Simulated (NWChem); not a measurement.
All runs are NWChem calculations. System: H₂O₂Zn, charge 0, spin multiplicity 1, at a geometry optimised with PBE0/def2-SVP. The structure started from a generated list of species.

The NWChem input:

```
start mol
memory heap 200 mb stack 900 mb global 1100 mb
geometry units angstroms nocenter noautoz
  Zn     0.000000     0.000000     0.006604
  O      0.213902     1.752246    -0.071074
  H     -0.404988     2.252772     0.469530
  O     -0.213902    -1.752246    -0.071074
  H      0.404988    -2.252772     0.469530
  symmetry group C2
end
basis spherical
  * library sto-3g
end
dft
  xc xpbe96 cpbe96
  semidirect memsize 60000000 filesize 0
  iterations 100
end
task dft energy
```

The output up to the point where the run's verdict is printed (cleaned and shortened):

```
             Northwest Computational Chemistry Package (NWChem) 7.3.0
             --------------------------------------------------------

                                NWChem Input Module
                                -------------------

 Scaling coordinates for geometry "geometry" by  1.889725989
 (inverse scale =  0.529177249)

 Turning off AUTOSYM since
 SYMMETRY directive was detected!

                             Geometry "geometry" -> ""
                             -------------------------

 Output coordinates in angstroms (scale by  1.889725989 to convert to a.u.)

  No.       Tag          Charge          X              Y              Z
 ---- ---------------- ---------- -------------- -------------- --------------
    1 Zn                  30.0000     0.00000000     0.00000000     0.00660400
    2 O                    8.0000     0.21390200     1.75224600    -0.07107400
    3 H                    1.0000    -0.40498800     2.25277200     0.46953000
    4 O                    8.0000    -0.21390200    -1.75224600    -0.07107400
    5 H                    1.0000     0.40498800    -2.25277200     0.46953000

 Effective nuclear repulsion energy (a.u.)     177.9494719559

            Nuclear Dipole moment (a.u.)
            ----------------------------
        X                 Y               Z
 ---------------- ---------------- ----------------
     0.0000000000    -0.0000000000    -0.0000075589

      Symmetry information
      --------------------

 Group name             C2
 Group number              4
 Group order               2
 No. of unique centers     3

      Symmetry unique atoms

     1    2    3


 Summary of "ao basis" -> "" (spherical)
 ------------------------------------------------------------------------------
       Tag                 Description            Shells   Functions and Types
 ---------------- ------------------------------  ------  ---------------------
 *                           sto-3g                   on all atoms

  pbe96 is a nonlocal functional; adding pw91lda local functional.

                                 NWChem DFT Module
[...]
 d= 0,ls=0.5,diis    52  -1907.7004547203 -4.25D-05  1.07D-03  4.97D-03     3.5
 d= 0,ls=0.5,diis    53  -1907.7004082088  4.65D-05  1.11D-03  6.10D-03     3.5
 d= 0,ls=0.5,diis    54  -1907.7003205741  8.76D-05  9.92D-04  7.47D-03     3.6
 d= 0,ls=0.5,diis    55  -1907.7003477598 -2.72D-05  1.04D-03  7.81D-03     3.6
 d= 0,ls=0.5,diis    56  -1907.7003099426  3.78D-05  1.06D-03  8.74D-03     3.7
 d= 0,ls=0.5,diis    57  -1907.7003188886 -8.95D-06  9.13D-04  9.40D-03     3.8
 d= 0,ls=0.5,diis    58  -1907.7004470173 -1.28D-04  9.01D-04  8.87D-03     3.8
 d= 0,ls=0.5,diis    59  -1907.7005989698 -1.52D-04  8.28D-04  8.29D-03     3.9
 d= 0,ls=0.5,diis    60  -1907.7007081783 -1.09D-04  7.62D-04  7.93D-03     4.0
 d= 0,ls=0.5,diis    61  -1907.7009263477 -2.18D-04  6.90D-04  6.76D-03     4.0
 d= 0,ls=0.5,diis    62  -1907.7011952694 -2.69D-04  6.49D-04  5.23D-03     4.1
 d= 0,ls=0.5,diis    63  -1907.7014179710 -2.23D-04  6.46D-04  4.11D-03     4.1
 d= 0,ls=0.5,diis    64  -1907.7015839208 -1.66D-04  5.81D-04  3.42D-03     4.2
 d= 0,ls=0.5,diis    65  -1907.7017509485 -1.67D-04  5.34D-04  2.63D-03     4.3
 d= 0,ls=0.5,diis    66  -1907.7019182714 -1.67D-04  5.15D-04  1.80D-03     4.3
 d= 0,ls=0.5,diis    67  -1907.7020499884 -1.32D-04  5.14D-04  1.25D-03     4.4
 d= 0,ls=0.5,diis    68  -1907.7021641404 -1.14D-04  4.98D-04  8.05D-04     4.4
 d= 0,ls=0.5,diis    69  -1907.7022552338 -9.11D-05  4.87D-04  5.02D-04     4.5
 d= 0,ls=0.5,diis    70  -1907.7023289348 -7.37D-05  4.79D-04  2.98D-04     4.6
 d= 0,ls=0.5,diis    71  -1907.7023891953 -6.03D-05  5.06D-04  1.67D-04     4.6
 d= 0,ls=0.5,diis    72  -1907.7024424397 -5.32D-05  5.25D-04  8.42D-05     4.7
 d= 0,ls=0.5,diis    73  -1907.7024856358 -4.32D-05  4.92D-04  7.02D-05     4.7
 d= 0,ls=0.5,diis    74  -1907.7025247434 -3.91D-05  5.12D-04  6.39D-05     4.8
 d= 0,ls=0.5,diis    75  -1907.7025651814 -4.04D-05  5.07D-04  6.50D-05     4.9
 d= 0,ls=0.5,diis    76  -1907.7026023469 -3.72D-05  4.51D-04  8.40D-05     4.9
 d= 0,ls=0.5,diis    77  -1907.7026184193 -1.61D-05  5.28D-04  2.07D-04     5.0
 d= 0,ls=0.5,diis    78  -1907.7026672256 -4.88D-05  5.67D-04  1.36D-04     5.0
 d= 0,ls=0.5,diis    79  -1907.7027198029 -5.26D-05  5.32D-04  7.93D-05     5.1
 d= 0,ls=0.5,diis    80  -1907.7027647779 -4.50D-05  4.22D-04  4.91D-05     5.2
 d= 0,ls=0.5,diis    81  -1907.7027980910 -3.33D-05  3.87D-04  3.76D-05     5.2
 d= 0,ls=0.5,diis    82  -1907.7028260614 -2.80D-05  4.14D-04  4.91D-05     5.3
 d= 0,ls=0.5,diis    83  -1907.7028583880 -3.23D-05  3.90D-04  4.02D-05     5.3
 d= 0,ls=0.5,diis    84  -1907.7028875354 -2.91D-05  3.67D-04  4.36D-05     5.4
 d= 0,ls=0.5,diis    85  -1907.7029141552 -2.66D-05  4.52D-04  5.09D-05     5.5
 d= 0,ls=0.5,diis    86  -1907.7029490188 -3.49D-05  3.51D-04  3.46D-05     5.5
 d= 0,ls=0.5,diis    87  -1907.7029725647 -2.35D-05  3.25D-04  5.30D-05     5.6
 d= 0,ls=0.5,diis    88  -1907.7029933029 -2.07D-05  3.41D-04  7.54D-05     5.7
 d= 0,ls=0.5,diis    89  -1907.7030163288 -2.30D-05  3.40D-04  8.04D-05     5.7
 d= 0,ls=0.5,diis    90  -1907.7030383369 -2.20D-05  3.41D-04  9.45D-05     5.8
 d= 0,ls=0.5,diis    91  -1907.7030601286 -2.18D-05  3.50D-04  1.08D-04     5.8
 d= 0,ls=0.5,diis    92  -1907.7030823434 -2.22D-05  3.58D-04  1.22D-04     5.9
 d= 0,ls=0.5,diis    93  -1907.7031053933 -2.30D-05  3.86D-04  1.33D-04     6.0
 d= 0,ls=0.5,diis    94  -1907.7031321613 -2.68D-05  3.92D-04  1.30D-04     6.0
 d= 0,ls=0.5,diis    95  -1907.7031600457 -2.79D-05  3.32D-04  1.25D-04     6.1
 d= 0,ls=0.5,diis    96  -1907.7031830709 -2.30D-05  3.88D-04  1.24D-04     6.1
 d= 0,ls=0.5,diis    97  -1907.7032145341 -3.15D-05  3.62D-04  8.35D-05     6.2
 d= 0,ls=0.5,diis    98  -1907.7032417463 -2.72D-05  2.60D-04  6.74D-05     6.3
 d= 0,ls=0.5,diis    99  -1907.7032533514 -1.16D-05  5.24D-04  1.20D-04     6.3
 d= 0,ls=0.5,diis   100  -1907.7032945260 -4.12D-05  2.69D-04  4.78D-05     6.4
```

The run did not converge; its last values are not results. The next line reads: Calculation failed to converge. NWChem stopped with the message: dft energy failed.
